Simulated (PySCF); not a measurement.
Method: PBE0/[Re def2-SVP with ECP60, Cl def2-SVP], scalar-relativistic core potentials, density fitting, no spin–orbit coupling, PySCF. Open shells, if any, are unrestricted.

Problem. What spin state, shape and geometry does isolated ReCl₃⁺ take (every ligand bound to Re)?

Solution. Formally Re is in oxidation state +4, d3, with 3 unpaired electrons (the high-spin count). The Mulliken spin on Re is 2.79. The polar-tensor charge on Re, 1.67, is far below the formal one. The lowest minimum found is a quartet of D3h symmetry with Re–Cl 2.180 Å (×3); Cl–Re–Cl 120.0° (×3). Its harmonic wavenumbers are 74 (a2''), 111 (e'), 446 (a1'), 475 (e') cm⁻¹ and its dipole moment is 0.00 D about the centre of mass.

This need not be the most stable arrangement of these atoms. Other spin states or occupations of the open shell can lie lower. Spin–orbit coupling, left out here, can matter for elements this heavy.
